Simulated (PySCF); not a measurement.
This PySCF input asks for the NMR shieldings of SMILES C[SiH2][Si@]([SiH3])(C#N)[SiH2]F, C$_{2}$H$_{10}$FNSi$_{4}$; the geometry comes from GFN2-xTB.

```python
import basis_set_exchange as bse
import numpy as np
from pyscf import gto, dft
from pyscf.prop import nmr

atoms = """
C     2.627828    0.162262    0.167985
Si    1.200759    0.517028    1.369325
Si   -0.782130    0.047986    0.196502
Si   -1.318947    1.519298   -1.552077
C    -2.140142    0.306564    1.458065
N    -2.972306    0.486426    2.228832
Si   -1.036775   -2.205509   -0.341685
F     0.238196   -2.459392   -1.312023
H     2.590071    0.818489   -0.697511
H     3.593088    0.306396    0.643343
H     2.592503   -0.861000   -0.195572
H     1.283269    1.920846    1.798201
H     1.383176   -0.310649    2.569727
H    -0.444757    2.696710   -1.519818
H    -1.118083    0.863392   -2.847673
H    -2.700827    1.994835   -1.504621
H    -0.839458   -3.198988    0.708151
H    -2.164225   -2.598376   -1.180809
"""
names = dict.fromkeys(["C", "Si", "N", "F", "H"], "pcSseg-1")
basis = {el: gto.basis.parse(bse.get_basis(n, elements=[el], fmt="nwchem")) for el, n in names.items()}
mol = gto.M(atom=atoms, basis=basis, charge=0, verbose=0)
mf = dft.RKS(mol, xc="PBE0")
mf.grids.level = 2
mf.grids.alignment = dft.numint.BLKSIZE   # the property module wants whole blocks of grid points
mf.conv_tol = 1e-9
mf.kernel()

calc = nmr.RKS(mf)   # GIAO
C = mf.mo_coeff
Co = C[:, mf.mo_occ > 0]
resp = mf.gen_response(singlet=True, hermi=2)
def vind(x):   # induced exchange potential for any number of trial vectors
    d = np.einsum("pi,xij,qj->xpq", C, 2 * x.reshape(-1, C.shape[1], Co.shape[1]), Co, optimize=True)
    return np.einsum("xpq,pi,qj->xij", resp(d - d.transpose(0, 2, 1)), C, Co, optimize=True).ravel()
mo1, _ = nmr.rhf.solve_mo1(calc, with_cphf=vind)
sigma = calc.kernel(mo1)
for i, s in enumerate(sigma):   # ppm
    w = np.linalg.eigvalsh((s + s.T) / 2)
    print("%2d %-2s iso %8.1f  s11 %8.1f  s22 %8.1f  s33 %8.1f" % (i, mol.atom_pure_symbol(i), w.mean(), *w))
```

**Question.** What are the results?

**Answer.** 
```
 0 C  iso    195.0  s11    188.7  s22    196.6  s33    199.8
 1 Si iso    411.4  s11    392.0  s22    395.4  s33    446.8
 2 Si iso    483.2  s11    460.2  s22    487.9  s33    501.5
 3 Si iso    455.4  s11    434.5  s22    455.6  s33    476.1
 4 C  iso     65.5  s11    -51.6  s22    -44.2  s33    292.3
 5 N  iso   -105.9  s11   -308.1  s22   -300.8  s33    291.2
 6 Si iso    335.0  s11    274.8  s22    308.9  s33    421.1
 7 F  iso    425.9  s11    369.4  s22    450.7  s33    457.6
 8 H  iso     31.6  s11     26.7  s22     30.1  s33     38.0
 9 H  iso     31.3  s11     26.1  s22     27.5  s33     40.3
10 H  iso     31.4  s11     25.8  s22     30.3  s33     38.0
11 H  iso     27.3  s11     23.9  s22     25.5  s33     32.5
12 H  iso     27.2  s11     23.7  s22     25.4  s33     32.4
13 H  iso     27.8  s11     23.9  s22     26.5  s33     33.2
14 H  iso     27.9  s11     24.2  s22     26.0  s33     33.4
15 H  iso     27.7  s11     24.0  s22     25.6  s33     33.5
16 H  iso     25.8  s11     22.8  s22     24.4  s33     30.2
17 H  iso     25.8  s11     22.6  s22     24.4  s33     30.4
```

These numbers come from an equivalent density-fitted implementation of the same equations, which agrees with the script to about 0.01 ppm for H and up to a few tenths of a ppm for heavy atoms, so last digits may differ.

**Question.** Turn these shieldings into chemical shifts. Referencing at the same level of theory: ¹³C (σ = 186.93 ppm) and ²⁹Si (σ = 349.16 ppm) and ¹H (σ = 31.72 ppm) against TMS; NH3 for ¹⁵N (σ = 267.73 ppm); ¹⁹F (σ = 170.95 ppm) vs CFCl3.

**Answer.** Averaging equivalent atoms: C 4: 121.4; C 0: -8.1; Si 6: 14.2; Si 1: -62.2; Si 3: -106.3; Si 2: -134.0; N 5: 373.6; F 7: -255.0; H 16: 5.92; H 17: 5.90; H 12: 4.55; H 11: 4.45; H 13/14/15: 3.91; H 8/9/10: 0.29 ppm. Unscaled 19F shifts against computed CFCl3 carry errors that often reach 10 to 50 ppm. Experimental scales use liquid or dissolved standards, which lie at an offset from isolated NH3 (liquid NH3: subtract about 20 ppm). Unscaled 15N shifts of sp2 nitrogen come out 20 to 40 ppm too high even then.

Size and cost of the density-fitted run: 214 basis functions, 110 s wall time on 1 thread of an Intel Xeon, shared host; peak memory 1.1 GiB.
